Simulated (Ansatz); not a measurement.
A nudged elastic band was laid between two geometries of AsH7SSi2 (11 atoms, charge 0, multiplicity 1).

Method: RKS B3LYP-D4/def2-SVP in Ansatz.

```yaml
movable_images: 5
climbing_image: yes
spring: 5.0 eV/Å²
optimiser: quadratic models (default)
start_path: through a guess of the saddle point
force_threshold: 0.05 eV/Å
iteration_limit: 60
end_points: relaxed
```

Image 0:

```xyz
11
Properties=species:S:1:pos:R:3
Si -1.118 1.352 -0.278
Si -0.062 -0.565 0.571
S 1.111 0.104 2.269
As 1.393 -1.603 -1.026
H -1.951 0.958 -1.453
H -1.989 2.006 0.743
H -0.071 2.317 -0.723
H -1.066 -1.593 0.984
H 1.635 -1.112 2.557
H 1.893 -0.248 -1.531
H 0.292 -1.672 -2.092
```

Image 6:

```xyz
11
Properties=species:S:1:pos:R:3
Si -1.139 1.544 -0.145
Si -0.835 -0.472 1.133
S 1.022 0.259 2.115
As 0.564 -1.412 -0.833
H -1.926 1.250 -1.387
H -1.930 2.519 0.667
H 0.123 2.231 -0.578
H 1.422 -2.581 -0.389
H 1.120 -0.751 3.014
H 1.664 -0.595 -1.490
H -0.019 -2.050 -2.086
```

Q: What changes between the two ends?

A: Bonds broken: Si2–H8. Bonds formed: As4–H8.

Q: Give the energies along the band, and the barrier.

A: The forces met the threshold. The highest image is number 3 of 0 to 6, 69.7 kcal/mol above the first end and 36.7 kcal/mol above the last; the last end lies 33.0 kcal/mol above the first. Neighbouring images differ by up to 2.0 eV, so the band resolves the path poorly. A vibrational analysis at the climbing image gives one clearly imaginary mode, 1105i cm⁻¹: a first-order saddle point. The orbitals stay closed-shell, which can raise the energy where a bond breaks towards radicals; this wasn't checked here.

```csv
image,path coordinate (Å),energy (kcal/mol),Si2–H8 (Å),As4–H8 (Å)
0,0.00,0.0,1.50,3.18
1,1.05,2.3,1.49,2.99
2,2.10,23.4,1.52,2.38
3,3.15,69.7,1.95,1.70
4,4.10,40.8,2.82,1.51
5,5.05,34.3,3.28,1.52
6,6.00,33.0,3.44,1.52
```

Q: What is the geometry of the highest image?

A: 
```xyz
11
Properties=species:S:1:pos:R:3
Si -1.310 1.701 -0.102
Si -0.320 -0.374 0.553
S 0.813 0.333 2.264
As 1.221 -1.490 -1.012
H -2.064 1.497 -1.375
H -2.257 2.187 0.946
H -0.256 2.737 -0.330
H 0.430 -2.163 0.335
H 1.229 -0.881 2.700
H 2.417 -1.523 -2.037
H 0.162 -2.080 -1.921
```

The band took 17 iterations and of the order of 4 core-minutes.

Time of the run: 2.2 min on 2 threads of AMD EPYC 9R45 96-Core Processor (Zen 5) (shared host), peak memory 0.36 GiB.
